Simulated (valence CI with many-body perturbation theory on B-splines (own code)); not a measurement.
# E1 line list for Dy⁵⁹⁺

Method: valence CI with perturbative core correlation (CI+MBPT): five valence electrons over a frozen Dirac-Fock core [He], radial functions for each j: 11 s, 11 p, 10 d, 8 f, 5 g, 2 h, with the one-electron correlation potential Σ1, the two-electron term Σ2, the three-electron term Σ3, Breit, model QED; selected CI, second order for the rest, scaled by the run's own slope (own B-spline code, finite nucleus).

The last digits are not significant, and no measured levels were compared; by estimate large intervals hold to a few tenths of a per cent, small ones and those within an open d or f shell to about a per cent. Among the levels kept, up to 7300 cm⁻¹ of a level comes from second order outside the variational space, and about a tenth of that is noise between levels of different J, which matters for small intervals.

Lines 1 to 50 of 573 in falling wavelength, among levels below 713.93 Ry, chosen from the strongest by gf and those to the six lowest levels. Wavelengths and rates use the calculated energies. Electric multipoles are in the length gauge, E1 and E2 with the static RPA response of the core. Weak lines are less certain than strong ones. Lines between different terms over intervals too small for the method are left out, as are lines whose strength nearly cancels. The highest levels of a list are the least certain.

Levels are named by their leading jj configuration (3d3/2^4 stands for four electrons in 3d with j = 3/2), which in mixed levels can hold well under half, so a name can repeat and another be missing. Letters in brackets count levels of one name in rising energy.

```
λ vac (nm)                               Upper                               Lower   A (s⁻¹)  S (a.u.)
     13.05      (2s 2p1/2 2p3/2^2 3p1/2) J=7/2         (2s 2p1/2 2p3/2^2 3s) J=7/2  4.87e+09  4.27e-02
     12.79          (2s^2 2p3/2^2 3p1/2) J=5/2             (2s^2 2p3/2^2 3s) J=3/2  6.01e+09  3.73e-02
     12.60      (2s 2p1/2^2 2p3/2 3p1/2) J=3/2         (2s 2p1/2^2 2p3/2 3s) J=5/2  9.37e+09  3.70e-02
     12.48      (2s 2p1/2^2 2p3/2 3p1/2) J=5/2         (2s 2p1/2^2 2p3/2 3s) J=5/2  6.32e+09  3.64e-02
     12.02          (2s^2 2p3/2^2 3p1/2) J=3/2             (2s^2 2p3/2^2 3s) J=5/2  1.10e+10  3.76e-02
     11.69          (2s^2 2p3/2^2 3p1/2) J=5/2             (2s^2 2p3/2^2 3s) J=5/2  7.09e+09  3.36e-02
     10.19  (2s^2 2p1/2 2p3/2 3p1/2) J=3/2 [b]         (2s^2 2p1/2 2p3/2 3s) J=5/2  1.49e+10  3.13e-02
     9.879  (2s 2p1/2 2p3/2^2 3p1/2) J=5/2 [b]         (2s 2p1/2 2p3/2^2 3s) J=7/2  1.76e+10  5.04e-02
     8.853      (2s^2 2p3/2^2 3d5/2) J=5/2 [a]      (2s^2 2p3/2^2 3p3/2) J=3/2 [a]  1.44e+10  2.95e-02
     8.691          (2s^2 2p3/2^2 3d5/2) J=7/2          (2s^2 2p3/2^2 3p3/2) J=5/2  1.22e+10  3.16e-02
     8.557  (2s 2p1/2 2p3/2^2 3d5/2) J=5/2 [f]  (2s 2p1/2 2p3/2^2 3p3/2) J=3/2 [f]  2.19e+10  4.06e-02
     8.478  (2s 2p1/2 2p3/2^2 3d5/2) J=7/2 [c]  (2s 2p1/2 2p3/2^2 3p3/2) J=5/2 [c]  2.63e+10  6.34e-02
     8.416  (2s^2 2p1/2 2p3/2 3d5/2) J=5/2 [b]  (2s^2 2p1/2 2p3/2 3p3/2) J=3/2 [b]  1.54e+10  2.72e-02
     8.413      (2s 2p1/2^2 2p3/2 3d5/2) J=9/2      (2s 2p1/2^2 2p3/2 3p3/2) J=7/2  3.84e+10  1.13e-01
     8.408  (2s 2p1/2 2p3/2^2 3d5/2) J=7/2 [e]  (2s 2p1/2 2p3/2^2 3p3/2) J=5/2 [e]  3.01e+10  7.07e-02
     8.342     (2s 2p1/2 2p3/2^2 3d5/2) J=11/2      (2s 2p1/2 2p3/2^2 3p3/2) J=9/2  3.89e+10  1.34e-01
     8.332  (2s^2 2p1/2 2p3/2 3d5/2) J=7/2 [a]  (2s^2 2p1/2 2p3/2 3p3/2) J=5/2 [a]  3.09e+10  7.05e-02
     8.302  (2s 2p1/2 2p3/2^2 3d5/2) J=9/2 [a]  (2s 2p1/2 2p3/2^2 3p3/2) J=7/2 [a]  3.61e+10  1.02e-01
     8.296  (2s 2p1/2^2 2p3/2 3d5/2) J=3/2 [b]  (2s 2p1/2^2 2p3/2 3p3/2) J=1/2 [b]  2.71e+10  3.05e-02
     8.263          (2s^2 2p3/2^2 3d5/2) J=9/2          (2s^2 2p3/2^2 3p3/2) J=7/2  3.26e+10  9.07e-02
     8.243  (2s 2p1/2 2p3/2^2 3d5/2) J=9/2 [b]  (2s 2p1/2 2p3/2^2 3p3/2) J=7/2 [b]  3.08e+10  8.52e-02
     8.238      (2s^2 2p3/2^2 3d5/2) J=5/2 [b]      (2s^2 2p3/2^2 3p3/2) J=3/2 [b]  3.11e+10  5.14e-02
     8.214  (2s 2p1/2 2p3/2^2 3d5/2) J=5/2 [a]  (2s 2p1/2 2p3/2^2 3p3/2) J=3/2 [a]  1.86e+10  3.05e-02
     8.206  (2s 2p1/2 2p3/2^2 3d5/2) J=5/2 [d]  (2s 2p1/2 2p3/2^2 3p3/2) J=3/2 [d]  2.76e+10  4.51e-02
     8.162  (2s 2p1/2 2p3/2^2 3d5/2) J=7/2 [a]  (2s 2p1/2 2p3/2^2 3p3/2) J=5/2 [a]  2.94e+10  6.32e-02
     8.146  (2s^2 2p1/2 2p3/2 3d5/2) J=7/2 [b]  (2s^2 2p1/2 2p3/2 3p3/2) J=5/2 [b]  3.11e+10  6.63e-02
     8.142  (2s 2p1/2^2 2p3/2 3d5/2) J=5/2 [b]  (2s 2p1/2^2 2p3/2 3p3/2) J=3/2 [b]  3.45e+10  5.52e-02
     8.139  (2s 2p1/2 2p3/2^2 3d5/2) J=7/2 [d]  (2s 2p1/2 2p3/2^2 3p3/2) J=5/2 [d]  3.20e+10  6.80e-02
     8.138  (2s 2p1/2^2 2p3/2 3d5/2) J=7/2 [a]  (2s 2p1/2^2 2p3/2 3p3/2) J=5/2 [a]  3.45e+10  7.33e-02
     8.077  (2s 2p1/2^2 2p3/2 3d5/2) J=7/2 [b]  (2s 2p1/2^2 2p3/2 3p3/2) J=5/2 [b]  4.18e+10  8.69e-02
     8.047      (2s^2 2p1/2 2p3/2 3d5/2) J=9/2      (2s^2 2p1/2 2p3/2 3p3/2) J=7/2  4.06e+10  1.04e-01
     8.030  (2s 2p1/2 2p3/2^2 3d5/2) J=5/2 [c]  (2s 2p1/2 2p3/2^2 3p3/2) J=3/2 [c]  3.54e+10  5.42e-02
     7.995  (2s 2p1/2 2p3/2^2 3d5/2) J=9/2 [c]  (2s 2p1/2 2p3/2^2 3p3/2) J=7/2 [c]  4.26e+10  1.08e-01
     7.979          (2s^2 2p1/2^2 3d5/2) J=5/2          (2s^2 2p1/2^2 3p3/2) J=3/2  4.20e+10  6.32e-02
     7.922  (2s 2p1/2 2p3/2^2 3d5/2) J=5/2 [e]  (2s 2p1/2 2p3/2^2 3p3/2) J=3/2 [e]  2.97e+10  4.37e-02
     7.764  (2s 2p1/2^2 2p3/2 3d5/2) J=5/2 [a]  (2s 2p1/2^2 2p3/2 3p3/2) J=3/2 [a]  1.80e+10  2.49e-02
     7.714          (2s^2 2p3/2^2 3d5/2) J=7/2     (2s 2p1/2 2p3/2^2 3s) J=5/2 [c]  1.47e+10  2.66e-02
     7.711  (2s^2 2p1/2 2p3/2 3d5/2) J=5/2 [a]  (2s^2 2p1/2 2p3/2 3p3/2) J=3/2 [a]  3.13e+10  4.25e-02
     6.755  (2s 2p1/2 2p3/2^2 3d5/2) J=7/2 [b]  (2s 2p1/2 2p3/2^2 3p3/2) J=7/2 [b]  1.87e+10  2.28e-02
     6.700  (2s 2p1/2 2p3/2^2 3d5/2) J=5/2 [a]  (2s 2p1/2 2p3/2^2 3p3/2) J=5/2 [a]  2.36e+10  2.10e-02
     5.237      (2s 2p1/2 2p3/2^2 3p3/2) J=9/2          (2s^2 2p3/2^2 3p3/2) J=7/2  4.83e+10  3.42e-02
     4.882      (2s 2p1/2^2 2p3/2 3p3/2) J=7/2  (2s^2 2p1/2 2p3/2 3p3/2) J=5/2 [a]  6.39e+10  2.94e-02
     4.625          (2s 2p1/2^2 2p3/2^2) J=5/2          (2s^2 2p1/2 2p3/2^2) J=5/2  1.48e+10  4.33e-03
     4.476       (2p1/2^2 2p3/2^2 3p3/2) J=7/2  (2s 2p1/2 2p3/2^2 3p3/2) J=5/2 [c]  1.37e+11  4.87e-02
     4.267          (2s 2p1/2^2 2p3/2^2) J=5/2          (2s^2 2p1/2 2p3/2^2) J=3/2  2.50e+10  5.74e-03
     4.127  (2s 2p1/2^2 2p3/2 3p3/2) J=5/2 [b]  (2s^2 2p1/2 2p3/2 3p3/2) J=3/2 [b]  1.12e+11  2.33e-02
     4.090   (2p1/2^2 2p3/2^2 3p3/2) J=3/2 [b]  (2s 2p1/2 2p3/2^2 3p3/2) J=1/2 [d]  1.86e+11  2.51e-02
     4.038       (2p1/2^2 2p3/2^2 3p3/2) J=5/2          (2p1/2^2 2p3/2^2 3s) J=3/2  1.28e+11  2.49e-02
     4.021       (2p1/2^2 2p3/2^2 3p3/2) J=1/2          (2p1/2^2 2p3/2^2 3s) J=3/2  4.14e+11  2.66e-02
     3.993  (2s 2p1/2 2p3/2^2 3d3/2) J=5/2 [b]  (2s 2p1/2 2p3/2^2 3p1/2) J=5/2 [b]  1.08e+11  2.04e-02
```
